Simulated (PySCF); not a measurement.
Screening by computed properties: pick the candidate that meets the target.

Each SMILES stands for a single optimised conformer of the isolated species, non-relativistic unless stated. Electronic properties by PySCF.

The conformers computed, where there is a choice (atom-mapped SMILES and torsion angles):
- `[CH3:1][CH2:2][GeH2:3][S:4][GeH3:5]`: C1–C2–Ge3–S4 53°, C2–Ge3–S4–Ge5 63°
- `[CH2:1]=[C:2]([CH3:3])[c:4]1[cH:5][cH:6][o:7][cH:8]1`: C1–C2–C4–C5 0°

Question: Wanted: smallest rotational constant between 1 GHz and 1.6 GHz (PBE0-D3(BJ)/def2-SVP) and vertical ionisation energy above 8.6 eV (ΔSCF CAM-B3LYP/def2-SVPD), at PBE0-D3(BJ)/def2-SVP geometries. Which candidate meets both?
A. `C[SiH](Cl)Cl`
B. `C=C(C)C1=COC=C1`
C. `[AlH2-]1[Cl+][AlH2-][Cl+]1`
D. `[CH2](C)[GeH2][S][GeH3]`

Answer: C. Computed values:
| species | smallest rotational constant | vertical ionisation energy |
| --- | --- | --- |
| [CH2](C)[GeH2][S][GeH3] | 0.720 GHz | 8.96 eV |
| C=C(C)C1=COC=C1 | 1.177 GHz | 8.33 eV |
| [AlH2-]1[Cl+][AlH2-][Cl+]1 | 1.427 GHz | 10.68 eV |
| C[SiH](Cl)Cl | 1.674 GHz | 11.22 eV |

Question: Wanted: HOMO–LUMO gap between 8.5 eV and 11 eV (CAM-B3LYP/def2-SVPD) and electronic spatial extent ⟨r²⟩ about the centre of nuclear charge below 1300 bohr² (CAM-B3LYP/def2-SVPD), at PBE0-D3(BJ)/def2-SVP geometries. Which candidate meets both?
A. `C[SiH](Cl)Cl`
B. `[CH2](C)[GeH2][S][GeH3]`
C. `C=C(C)C1=COC=C1`
D. `[AlH2-]1[Cl+][AlH2-][Cl+]1`

Answer: D. Computed values:
| species | HOMO–LUMO gap | electronic spatial extent ⟨r²⟩ about the centre of nuclear charge |
| --- | --- | --- |
| C=C(C)C1=COC=C1 | 8.20 eV | 996 bohr² |
| [CH2](C)[GeH2][S][GeH3] | 8.82 eV | 1565 bohr² |
| [AlH2-]1[Cl+][AlH2-][Cl+]1 | 9.67 eV | 805 bohr² |
| C[SiH](Cl)Cl | 11.35 eV | 702 bohr² |

Question: Wanted: dipole moment between 0.2 D and 1 D (CAM-B3LYP/def2-SVPD) and static isotropic polarisability above 70 au (CAM-B3LYP/def2-SVPD), at PBE0-D3(BJ)/def2-SVP geometries. Which candidate meets both?
A. `C=C(C)C1=COC=C1`
B. `[CH2](C)[GeH2][S][GeH3]`
C. `C[SiH](Cl)Cl`
D. `[AlH2-]1[Cl+][AlH2-][Cl+]1`

Answer: A. Computed values:
```
                   species  dipole moment  static isotropic polarisability
[AlH2-]1[Cl+][AlH2-][Cl+]1         0.00 D                          80.6 au
           C=C(C)C1=COC=C1         0.36 D                          85.6 au
   [CH2](C)[GeH2][S][GeH3]         1.97 D                         108.8 au
              C[SiH](Cl)Cl         2.20 D                          65.1 au
```

Question: Wanted: HOMO energy below -10 eV (CAM-B3LYP/def2-SVPD) and lowest triplet excitation (Tamm–Dancoff) above 8 eV (TDA CAM-B3LYP/def2-SVPD), at PBE0-D3(BJ)/def2-SVP geometries. Which candidate meets both?
A. `C[CH2][GeH2][S][GeH3]`
B. `O->B(F)(F)F`
C. `[AlH2-]1[Cl+][AlH2-][Cl+]1`
D. `C=C(C)C1=COC=C1`
E. `C[SiH](Cl)Cl`

Answer: B. Computed values:
```csv
species,HOMO energy,lowest triplet excitation (Tamm–Dancoff)
O->B(F)(F)F,-12.60 eV,8.64 eV
C[SiH](Cl)Cl,-10.30 eV,7.41 eV
[AlH2-]1[Cl+][AlH2-][Cl+]1,-9.81 eV,6.09 eV
C[CH2][GeH2][S][GeH3],-8.30 eV,5.13 eV
C=C(C)C1=COC=C1,-7.64 eV,3.41 eV
```
